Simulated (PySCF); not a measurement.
## Field gradients at the hydrogen positions

C3H12SSi3.
Z-matrix (Å and degrees, GFN2-xTB geometry), rows numbered from 1:
```
C 
C   1  1.3216
C   2  1.4881  1  124.31
Si  3  1.9164  2  110.26  1   -95.43
Si  4  2.3160  3  109.46  2    61.20
S   5  2.1716  4  111.27  3    59.48
Si  6  2.1344  5  104.43  4    71.94
H   1  1.0780  2  121.55  3    -1.82
H   1  1.0766  2  122.05  3   178.78
H   2  1.0827  1  120.17  3  -177.80
H   3  1.0912  2  109.85  1    24.29
H   3  1.0904  2  110.08  1   142.91
H   4  1.4689  3  108.91  2   -59.80
H   4  1.4731  3  107.13  2  -174.44
H   5  1.4583  4  117.38  3   -55.01
H   5  1.4663  4  113.99  3   177.96
H   7  1.4597  6  108.48  5   -63.33
H   7  1.4514  6  103.63  5   176.61
H   7  1.4583  6  108.62  5    56.48
```

Level: PBE0/pcSseg-1 (PySCF, non-relativistic); Q(2H) = 0.00286 b; rigid geometry, the same for H and D, with no vibrational averaging.

Task: Rank these positions by the coupling χzz of a deuteron there, largest first.
A. H16 (Si–H hydrogen)
B. H9 (vinylic hydrogen)
C. H10 (vinylic hydrogen)
D. H8 (vinylic hydrogen)
E. H11 (methylene hydrogen)
F. H15 (Si–H hydrogen)

Result: B (228 kHz), D (224 kHz), C (217 kHz), E (207 kHz), F (113 kHz), A (108 kHz).

Task: What are Vzz, η and χzz (234.96 MHz × Q × Vzz) at all hydrogens?

Result: 
```csv
atom,bonded to,bond length (Å),Vzz (au),η,χzz (kHz)
H8,C1,1.078,0.3333,0.06,224
H9,C1,1.077,0.3395,0.05,228
H10,C2,1.083,0.3236,0.06,217
H11,C3,1.091,0.3086,0.03,207
H12,C3,1.090,0.3134,0.04,211
H13,Si4,1.469,0.1608,0.02,108
H14,Si4,1.473,0.1575,0.01,106
H15,Si5,1.458,0.1676,0.04,113
H16,Si5,1.466,0.1614,0.03,108
H17,Si7,1.460,0.1635,0.02,110
H18,Si7,1.451,0.1701,0.02,114
H19,Si7,1.458,0.1648,0.02,111
```

Task: Average by the element that carries the hydrogen.

Result: on C: 218 kHz over 5 positions, mean bond length 1.084 Å; on Si: 110 kHz over 7 positions, mean bond length 1.462 Å.

Task: How does χzz go with the bond length over the 7 Si–H bonds?

Result: A straight-line fit has a slope of -3.7 kHz for each 0.01 Å, with a correlation coefficient of -0.97, over lengths from 1.451 to 1.473 Å. The longer bonds have the smaller couplings here.

Task: A static deuteron (I = 1) shows a doublet split by (3/2)χ, (3/4)χ(1 + η) and (3/4)χ(1 − η) with the field along z, y and x of the gradient. What are these for H17?

Result: With |χ| = 109.9 kHz and η = 0.023: 165, 84 and 81 kHz, to first order and without motion.

Geometry: GFN2-xTB, one conformer, isolated molecule. GFN2-xTB bond lengths can be off by several hundredths of an ångström, more for odd bonds, and the gradients follow them. The small basis limits the accuracy of the gradients.

The run behind these numbers computed NMR shieldings as well. Time: 87 s (grids of density and orbitals included); peak memory 0.92 GiB. Hardware: Arm Neoverse N1, one thread, no GPU, shared host.
